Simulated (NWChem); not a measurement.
System: CdSiH₄O; SMILES [OH][Cd][SiH3]

```xyz
7

Cd     0.7788    -0.2985    -0.0011
O      1.1307    -2.2451    -0.0019
H      0.3327    -2.7849     0.0014
Si     0.4266     2.1516     0.0003
H     -1.0346     2.4702    -0.0737
H      1.0939     2.8030    -1.1706
H      0.9672     2.7829     1.2451
```
Atoms are numbered in this order, from 1.

Level: PBE0/def2-SVP with def2 effective core potentials on Cd (NWChem), optimised geometry, unscaled harmonic frequencies. def2 effective core potentials on Cd; no spin-orbit coupling.

```json
[
 {"frequency (cm⁻¹)": "21", "IR intensity (km/mol)": "90.5"},
 {"frequency (cm⁻¹)": "102", "IR intensity (km/mol)": "4.1"},
 {"frequency (cm⁻¹)": "105", "IR intensity (km/mol)": "8.8"},
 {"frequency (cm⁻¹)": "301", "IR intensity (km/mol)": "0.0"},
 {"frequency (cm⁻¹)": "460", "IR intensity (km/mol)": "4.2"},
 {"frequency (cm⁻¹)": "463", "IR intensity (km/mol)": "2.6"},
 {"frequency (cm⁻¹)": "598", "IR intensity (km/mol)": "121.1"},
 {"frequency (cm⁻¹)": "697", "IR intensity (km/mol)": "42.2"},
 {"frequency (cm⁻¹)": "854", "IR intensity (km/mol)": "254.9"},
 {"frequency (cm⁻¹)": "938", "IR intensity (km/mol)": "40.4"},
 {"frequency (cm⁻¹)": "938", "IR intensity (km/mol)": "40.7"},
 {"frequency (cm⁻¹)": "2213", "IR intensity (km/mol)": "66.7"},
 {"frequency (cm⁻¹)": "2223", "IR intensity (km/mol)": "85.2"},
 {"frequency (cm⁻¹)": "2225", "IR intensity (km/mol)": "84.4"},
 {"frequency (cm⁻¹)": "3899", "IR intensity (km/mol)": "46.0"}
]
```

```
Quantity                                                                           Result
-----------------------------------------------------------------------  ----------------
zero-point energy                                                           22.9 kcal/mol
thermal correction to the enthalpy at 298.15 K (with zero-point energy)     27.6 kcal/mol
heat capacity Cv                                                         19.5 cal/(mol K)
entropy at 298.15 K and 1 atm (symmetry number 1)                        83.0 cal/(mol K)
```

Rigid rotor and harmonic oscillator; modes under 100 cm⁻¹ make the entropy uncertain.
